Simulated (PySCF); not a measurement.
B+ (boron, charge +1) across methods

[He] 2s1 2p1, 2s spin antiparallel (an excited configuration). Calculation: PySCF 2.14, in x2c-QZVPPall with one added diffuse shell each of s, p, d, f type (8s5p4d3f1g, 73 functions); scalar relativity by spin-free X2C-1e. The B2PLYP total includes its PT2 part (frozen core); its orbital energies are those of the SCF part.

| method | E (hartree) | mean ε 1s α (eV) | mean ε 2s β (eV) | mean ε 2p α (eV) | Σ⟨r²⟩ (bohr²) | ⟨S²⟩ |
| --- | --- | --- | --- | --- | --- | --- |
| r2SCAN | -24.1232 | -196.82 | -19.970 | -14.196 | 8.182 | 1.000 |
| PBE | -24.0967 | -193.66 | -19.642 | -13.872 | 8.189 | 1.000 |
| PBE0 | -24.0985 | -200.99 | -20.940 | -15.011 | 8.194 | 1.000 |
| M06-2X | -24.1324 | -207.82 | -21.993 | -15.953 | 8.156 | 1.000 |
| BP86 | -24.1363 | -193.97 | -19.729 | -14.015 | 8.162 | 1.000 |
| TPSS | -24.1477 | -195.73 | -19.797 | -14.115 | 8.127 | 1.000 |
| UHF | -24.02264 | -222.28 | -24.020 | -17.788 | 8.355 | 1.000 |
| B2PLYP | -24.1178 | -209.25 | -22.047 | -16.132 | 8.227 | 1.000 |

(1) Estimate the same row for LDA.

With the s spin flipped the determinant is a mixture of two multiplicities, not a spectroscopic state.

Answers

(1) E (hartree) = -23.8390; mean ε 1s α (eV) = -191.73; mean ε 2s β (eV) = -19.462; mean ε 2p α (eV) = -13.722; Σ⟨r²⟩ (bohr²) = 8.250; ⟨S²⟩ = 1.000.
